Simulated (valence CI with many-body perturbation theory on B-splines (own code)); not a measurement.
## Forbidden lines of Mo21+

Computed by configuration interaction combined with many-body perturbation theory (CI+MBPT): three valence electrons over a frozen Dirac-Fock core [Ar], a basis of 7 s, 7 p, 8 d, 6 f, 4 g, 1 h functions for each j, with the one-electron correlation potential Σ1 (screened to all orders), the two-electron term Σ2, the three-electron term Σ3, Breit, model QED; selected single and double excitations, second order for the rest, scaled by the run's own slope (own B-spline code, finite nucleus).

No measured levels were compared; by estimate terms of the open shell hold to 2 to 4 % of their energy, and close levels can change places. Only levels of the ground parity were solved; by the run's estimate the other parity begins above the list, which can be wrong where configurations are misplaced.

Lines 1 to 50 of 67 in falling wavelength, among levels below 247650 cm⁻¹, chosen from the decays that carry over 1 % of a level's rate. Wavelengths and rates use the calculated energies, so an error of 2000 cm⁻¹ moves a line at 2895 Å by 5.8 % and its rate by three times that or more. Weak lines are less certain than strong ones. Lines between different terms over intervals too small for the method are left out, as are lines whose strength nearly cancels. The highest levels of a list are the least certain. Branching is blank where the lifetime is uncertain.

Names give the largest LS component (configuration and term), which can be under half, so a name can repeat, a term be missing and a line seem to break the LS rules; names also repeat where a configuration has a term twice. Letters in brackets count levels of one name in rising energy.

```tsv
λ vac (Å)	Upper	Lower	Type	A (s⁻¹)	Branch %
15120	3d³ ⁴P_1/2	3d³ ⁴P_3/2	M1	8.63e+00	11.9
7848	3d³ ⁴F_9/2	3d³ ⁴F_7/2	M1	4.76e+01	100.0
6371	3d³ ⁴F_7/2	3d³ ⁴F_5/2	M1	1.51e+02	100.0
5878	3d³ ⁴F_5/2	3d³ ⁴F_3/2	M1	1.95e+02	100.0
4272	3d³ ²D_5/2 [a]	3d³ ²D_3/2 [a]	M1	1.13e+02	7.1
3359	3d³ ⁴P_5/2	3d³ ⁴P_3/2	M1	2.71e+02	74.5
3192	3d³ ²H_11/2	3d³ ²H_9/2	M1	2.01e+02	59.9
2895	3d³ ²D_3/2 [a]	3d³ ⁴P_1/2	M1	1.86e+02	7.2
2874	3d³ ²D_5/2 [a]	3d³ ⁴P_5/2	M1	8.29e+01	5.2
2854	3d³ ²P_3/2	3d³ ²P_1/2	M1	3.16e+02	13.1
2528	3d³ ²H_9/2	3d³ ⁴F_9/2	M1	4.79e+02	56.2
2430	3d³ ²D_3/2 [a]	3d³ ⁴P_3/2	M1	8.43e+02	32.6
2425	3d³ ²G_9/2	3d³ ²H_9/2	M1	6.56e+02	39.5
2410	3d³ ²P_1/2	3d³ ⁴P_1/2	M1	9.91e+02	95.3
2382	3d³ ²P_3/2	3d³ ²D_3/2 [a]	M1	6.82e+02	28.2
2378	3d³ ⁴P_3/2	3d³ ⁴F_5/2	M1	1.18e+02	23.1
2226	3d³ ²G_9/2	3d³ ²G_7/2	M1	6.47e+02	38.9
2057	3d³ ²G_7/2	3d³ ⁴F_7/2	M1	3.52e+02	31.9
1912	3d³ ²H_9/2	3d³ ⁴F_7/2	M1	3.73e+02	43.7
1874	3d³ ²P_3/2	3d³ ⁴P_5/2	M1	6.24e+02	25.8
1781	3d³ ⁴P_5/2	3d³ ⁴F_7/2	M1	4.78e+01	13.1
1693	3d³ ⁴P_3/2	3d³ ⁴F_3/2	M1	3.92e+02	76.8
1555	3d³ ²G_7/2	3d³ ⁴F_5/2	M1	7.48e+02	67.7
1549	3d³ ²D_5/2 [a]	3d³ ⁴P_3/2	M1	8.21e+01	5.1
1523	3d³ ⁴P_1/2	3d³ ⁴F_3/2	M1	6.35e+01	87.3
1424	3d³ ²F_5/2	3d³ ⁴P_5/2	M1	1.77e+02	22.7
1411	3d³ ²H_11/2	3d³ ⁴F_9/2	M1	1.35e+02	40.1
1392	3d³ ⁴P_5/2	3d³ ⁴F_5/2	M1	4.44e+01	12.2
1372	3d³ ²F_7/2	3d³ ²H_9/2	M1	1.57e+01	1.6
1306	3d³ ²F_7/2	3d³ ²G_7/2	M1	3.15e+02	32.7
1286	3d³ ²F_5/2	3d³ ²G_7/2	M1	1.87e+02	23.8
1279	3d³ ²D_5/2 [b]	3d³ ²F_5/2	M1	1.02e+03	18.5
1265	3d³ ²D_3/2 [b]	3d³ ²F_5/2	M1	6.68e+02	
1260	3d³ ²D_5/2 [b]	3d³ ²F_7/2	M1	6.00e+02	10.8
1238	3d³ ²G_9/2	3d³ ⁴F_9/2	M1	1.47e+02	8.9
1203	3d³ ²P_3/2	3d³ ⁴P_3/2	M1	6.55e+01	2.7
1202	3d³ ²D_3/2 [a]	3d³ ⁴F_5/2	M1	1.04e+03	40.3
1100	3d³ ²D_5/2 [a]	3d³ ⁴F_7/2	M1	1.10e+03	68.8
1069	3d³ ²G_9/2	3d³ ⁴F_7/2	M1	2.05e+02	12.4
1052	3d³ ²D_5/2 [b]	3d³ ²P_3/2	M1	1.25e+02	2.3
1043	3d³ ²D_3/2 [b]	3d³ ²P_3/2	M1	7.73e+01	
999.8	3d³ ²F_5/2	3d³ ⁴P_3/2	M1	9.52e+01	12.2
997.7	3d³ ²D_3/2 [a]	3d³ ⁴F_3/2	M1	5.08e+02	19.6
937.9	3d³ ²D_5/2 [a]	3d³ ⁴F_5/2	M1	1.91e+02	11.9
933.1	3d³ ²P_1/2	3d³ ⁴F_3/2	M1	3.90e+01	3.8
889.2	3d³ ²F_7/2	3d³ ⁴F_9/2	M1	4.50e+02	46.7
880.0	3d³ ²D_5/2 [b]	3d³ ²D_5/2 [a]	M1	1.39e+02	2.5
873.4	3d³ ²D_3/2 [b]	3d³ ²D_5/2 [a]	M1	1.01e+03	
808.8	3d³ ²D_5/2 [a]	3d³ ⁴F_3/2	M1	2.54e+01	1.6
798.7	3d³ ²P_3/2	3d³ ⁴F_5/2	M1	5.43e+02	22.4
```
